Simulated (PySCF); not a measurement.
Computed IR spectrum (relative IR intensity) of a molecule C3H9NSi. The structure is a stationary point at B3LYP-D3(BJ)/def2-SVP. The values are those of a single conformer. Computed with B3LYP-D3(BJ)/def2-SVP (PySCF). Frequencies are harmonic and unscaled.

Lines under 2 % of the strongest are left out, and lines within 2 cm⁻¹ are merged.

| ν (cm⁻¹) | relative intensity |
|---|---|
| 213 | 2.1 |
| 520 | 3.0 |
| 649 | 5.2 |
| 677 | 13 |
| 710 | 8.5 |
| 720 | 11 |
| 814 | 21 |
| 930 | 36 |
| 950 | 100 |
| 966 | 14 |
| 984 | 32 |
| 998 | 12 |
| 1112 | 3.3 |
| 1211 | 48 |
| 1306 | 37 |
| 1343 | 26 |
| 1432 | 7.0 |
| 1456 | 2.0 |
| 1466 | 4.3 |
| 1493 | 12 |
| 1701 | 71 |
| 2202 | 56 |
| 2231 | 36 |
| 2243 | 46 |
| 2993 | 38 |
| 3056 | 16 |
| 3127 | 3.5 |
| 3134 | 10 |
| 3251 | 3.8 |

Task: Which structure fits?
(A) C/N=C(/C)[SiH3]
(B) NC1([SiH3])CC1
(C) C/C=C/[SiH2]N
(D) C=CN(C)[SiH3]

Result: D, C=CN(C)[SiH3]
